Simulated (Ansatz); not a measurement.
Two structures of BSiH₅OF₂, singlet, reached by relaxing down either side of one saddle point (PBE0-D4/def2-TZVP). Energies are electronic, without zero-point energy. Ansatz 0.2.0; basis: def2-TZVPP and def2-QZVPP; cores frozen in the correlated methods. Extrapolation: Hartree–Fock as exp(−7.88 √X), correlation as X^−2.97. First:

| atom | x (Å) | y (Å) | z (Å) |
| --- | --- | --- | --- |
| B1 | 0.3507 | -1.4911 | 0.2139 |
| H2 | 1.4369 | -1.9005 | -0.0935 |
| F3 | -0.7221 | -2.2051 | -0.2151 |
| F4 | 0.2183 | -0.9651 | 1.4688 |
| H5 | -0.2344 | -0.2156 | -1.5548 |
| O6 | 0.1848 | -0.0339 | -0.7079 |
| Si7 | -0.2349 | 1.4109 | 0.0951 |
| H8 | 0.9122 | 1.7641 | 0.9479 |
| H9 | -1.4927 | 1.2460 | 0.8495 |
| H10 | -0.4188 | 2.3900 | -1.0037 |

Second:

```json
{"atom": "B1", "x (Å)": "-0.6094", "y (Å)": "-1.1996", "z (Å)": "0.2903"}
{"atom": "H2", "x (Å)": "2.1763", "y (Å)": "-1.3469", "z (Å)": "-0.5904"}
{"atom": "F3", "x (Å)": "-1.0185", "y (Å)": "-2.3216", "z (Å)": "-0.2696"}
{"atom": "F4", "x (Å)": "0.0340", "y (Å)": "-1.2900", "z (Å)": "1.4487"}
{"atom": "H5", "x (Å)": "1.8695", "y (Å)": "-1.3663", "z (Å)": "-1.2711"}
{"atom": "O6", "x (Å)": "-0.8520", "y (Å)": "-0.0195", "z (Å)": "-0.2953"}
{"atom": "Si7", "x (Å)": "-0.4753", "y (Å)": "1.5489", "z (Å)": "0.0975"}
{"atom": "H8", "x (Å)": "0.9966", "y (Å)": "1.6978", "z (Å)": "0.1965"}
{"atom": "H9", "x (Å)": "-1.1119", "y (Å)": "1.9060", "z (Å)": "1.3880"}
{"atom": "H10", "x (Å)": "-1.0093", "y (Å)": "2.3911", "z (Å)": "-0.9946"}
```

(1) Which bonds change from the first to the second?

(2) Give the saddle point's structure and its height above each. (Judge from chemistry; the value comes from the calculation.)

T1 diagnostic: at most 0.013.

## Answers

(1) SiH₄O ([OH][SiH3]) + BHF₂ ([F][BH][F]) → BSiH₃OF₂ ([F][B]([F])[O][SiH3]) + H₂; bonds formed: H2–H5; dative contacts that become bonds: B1–O6; bonds broken: B1–H2, H5–O6.

(2) Computed: 1.237 eV above the first and 2.143 eV above the second (CCSD(T) at an estimated basis limit (MP2 extrapolated from triple and quadruple zeta, plus CCSD(T) − MP2 in triple zeta)).
B1  (0.099, -1.377, 0.136)
H2  (1.239, -1.570, -0.601)
F3  (-0.777, -2.349, -0.133)
F4  (0.432, -1.172, 1.426)
H5  (0.803, -0.647, -0.909)
O6  (-0.214, -0.064, -0.608)
Si7  (-0.362, 1.476, 0.050)
H8  (0.909, 1.862, 0.706)
H9  (-1.478, 1.462, 1.020)
H10  (-0.650, 2.379, -1.086)
(Å)

The step is the kind of ligand exchange by which a precursor binds to a hydroxyl group, or is hydrolysed, in atomic layer deposition of oxides.

Labels in which every atom is bracketed show which atoms are joined, not bond orders.

For scale, one of the runs: CCSD(T)/def2-TZVPP, 236 basis functions, launched by `ansatz run in.yaml --threads 4 --pin off --events-out ev --progress --plain --max-ram 9574MiB`. Time: 2.4 min of wall clock on 4 CPU threads of an Arm Neoverse V1; the host was shared. Peak host memory: 4.6 GiB.
